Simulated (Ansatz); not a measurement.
`[NH2][Ga]([Cl])[Br]`, charge 0, multiplicity 1.

(1) Give a relaxed structure at PBE0-D4/def2-TZVP (Ansatz). (Estimate.)

## Answers

(1) Ansatz gave: 
Z-matrix (Å, degrees):
```
N
Ga 1 1.792
H 1 1.005 2 123.0
H 1 1.005 2 122.9 3 173.1
Cl 2 2.127 1 119.9 3 -176.9
Br 2 2.268 1 120.9 3 3.9
```
Point group Cs.
